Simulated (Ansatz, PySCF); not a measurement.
TiH4, SMILES [TiH4], multiplicity 1. Atoms are numbered in the order given.

```xyz
5

Ti     0.0000     0.0000     0.0000
H      0.9798     0.9798     0.9798
H     -0.9798     0.9798    -0.9798
H     -0.9798    -0.9798     0.9798
H      0.9798    -0.9798    -0.9798
```
Charge 0, spin multiplicity 1.

Geometry optimised at B3LYP-D3(BJ)/def2-TZVPD. The multiplicity is an assumed one; other spin states were not compared.

Two levels are set side by side: PBE-D3(BJ)/def2-TZVPD (Ansatz, a program for electronic structure) and B3LYP-D3(BJ)/def2-TZVPD (Ansatz). Each level has its own optimised geometry; the coordinates shown are those of the second. Frequencies come from the Hessian of PySCF at each geometry. Differences are taken from unrounded values.

| quantity | B3LYP-D3(BJ) | PBE-D3(BJ) | PBE-D3(BJ) minus B3LYP-D3(BJ) |
|---|---|---|---|
| mean bond length (Å) | 1.697 | 1.710 | 0.013 |
| bond Ti1–H2 (Å) | 1.697 | 1.710 | 0.013 |
| bond Ti1–H3 (Å) | 1.697 | 1.710 | 0.013 |
| bond Ti1–H4 (Å) | 1.697 | 1.710 | 0.013 |
| bond Ti1–H5 (Å) | 1.697 | 1.710 | 0.013 |
| highest harmonic wavenumber (cm⁻¹) | 1798 | 1726 | -72 |
| mean harmonic wavenumber (cm⁻¹) | 1093 | 1052 | -41 |
| zero-point energy (kcal/mol) | 14.06 | 13.54 | -0.52 |

Exact exchange shortens and stiffens bonds; PBE has none. Differences between two approximate levels are no errors against the true value.
